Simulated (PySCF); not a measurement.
LDA on La (lanthanum, neutral), [Xe] 4f1 6s2, 2F determinant (an excited configuration). Computed with PySCF 2.14 in x2c-TZVPPall (11s7p7d3f1g, 97 functions), with the spin-free X2C one-electron Hamiltonian (Gaussian nucleus).

```
cycle= 1 E= -8485.11617651728  delta_E= -0.0297  |g|= 0.0632  |ddm|= 1.11
cycle= 2 E= -8485.1169552673  delta_E= -0.000779  |g|= 0.0266  |ddm|= 0.279
cycle= 3 E= -8485.11753677971  delta_E= -0.000582  |g|= 0.0169  |ddm|= 0.152
cycle= 4 E= -8485.11766823635  delta_E= -0.000131  |g|= 0.00281  |ddm|= 0.0422
cycle= 5 E= -8485.11768819128  delta_E= -2e-05  |g|= 0.000843  |ddm|= 0.0205
cycle= 6 E= -8485.11770304514  delta_E= -1.49e-05  |g|= 0.000616  |ddm|= 0.0253
cycle= 7 E= -8485.11770820999  delta_E= -5.16e-06  |g|= 0.000106  |ddm|= 0.0251
cycle= 8 E= -8485.11770822653  delta_E= -1.65e-08  |g|= 2.26e-05  |ddm|= 0.000969
cycle= 9 E= -8485.11770822709  delta_E= -5.62e-10  |g|= 1.98e-06  |ddm|= 0.00013
converged SCF energy = -8485.11770822709  <S^2> = 0.79623095  2S+1 = 2.0457086
```

Highest occupied orbital energy: 2.106 eV; ⟨L²⟩ = 12.17; populations by l: s 11.97, p 24.00, d 20.03, f 1.00.

Task: Can this result be used?

Result: Not for this state. The run converged. Spin-orbit coupling, absent here, splits the open shell strongly. At LDA the highest occupied level has a positive energy, so only the finite basis holds that electron; for this excited configuration the basis is too tight for the outer shell.
